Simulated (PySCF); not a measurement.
B3H5N3, SMILES B1N[B]NBN1, multiplicity 2. Geometry: PBE-D3(BJ)/def2-SVP. The isomer is the one that the SMILES or the coordinates give; other isomers of the formula were not compared.

Computed equilibrium geometry at PBE-D3(BJ)/def2-SVP (PySCF confirms it by a frequency run) as bond lengths and angles, and its point group:
point group C2v.
Atoms: B1 N2 B3 N4 B5 N6 H7 H8 H9 H10 H11. Bond lengths (Å): B1–N2 1.427, B1–N6 1.427, N2–B3 1.440, N2–H7 1.020, B3–N4 1.435, B3–H8 1.216, N4–B5 1.435, N4–H9 1.020, B5–N6 1.440, B5–H10 1.216, N6–H11 1.020. Bond angles (°): N2–B1–N6 119.6, B1–N2–B3 121.4, B1–N2–H7 119.7, B3–N2–H7 118.9, N2–B3–N4 117.1, N2–B3–H8 121.3, N4–B3–H8 121.6, B3–N4–B5 123.4, B3–N4–H9 118.3, B5–N4–H9 118.3, N4–B5–N6 117.1, N4–B5–H10 121.6, N6–B5–H10 121.3, B1–N6–B5 121.4, B1–N6–H11 119.7, B5–N6–H11 118.9.
Charge 0, spin multiplicity 2.
